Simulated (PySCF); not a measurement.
## Basis and Hamiltonian dependence of the excitation energy of Zr⁺

Zr⁺ [Kr] 4d2 5s1 (4F) → Zr⁺ [Kr] 4d1 5s2 (2D). All values are computed (PySCF 2.14, energy differences of UHF-based or UKS calculations, no spin-orbit coupling). Values in eV.

| basis | Hamiltonian | functions | UHF | r2SCAN | MP2 (valence) |
| --- | --- | --- | --- | --- | --- |
| aug-cc-pVDZ-PP with ECP28MDF | ECP | 54 | 2.330 | 2.393 | 1.733 |
| ANO-RCC-VTZP | spin-free X2C | 68 | n/a | n/a | n/a |
| aug-cc-pVTZ-PP with ECP28MDF | ECP | 88 | 2.319 | n/a | 1.672 |
| x2c-TZVPPall with one added diffuse shell each of s, p, d, f type | spin-free X2C | 95 | 2.317 | 2.514 | 1.695 |
| ANO-R3 | spin-free X2C | 101 | n/a | n/a | n/a |
| aug-cc-pVTZ-PP with one added diffuse shell each of s, p, d, f, g type with ECP28MDF | ECP | 113 | 2.318 | 2.351 | 1.671 |
| aug-cc-pwCVTZ-PP with ECP28MDF | ECP | 122 | 2.327 | 2.345 | 1.674 |

Frozen in the all-electron rows: valence: [Kr]; with a core potential, the same shells as far as they lie outside it.

One determinant mixes LS terms of the configuration, so the numbers do not refer to single terms.
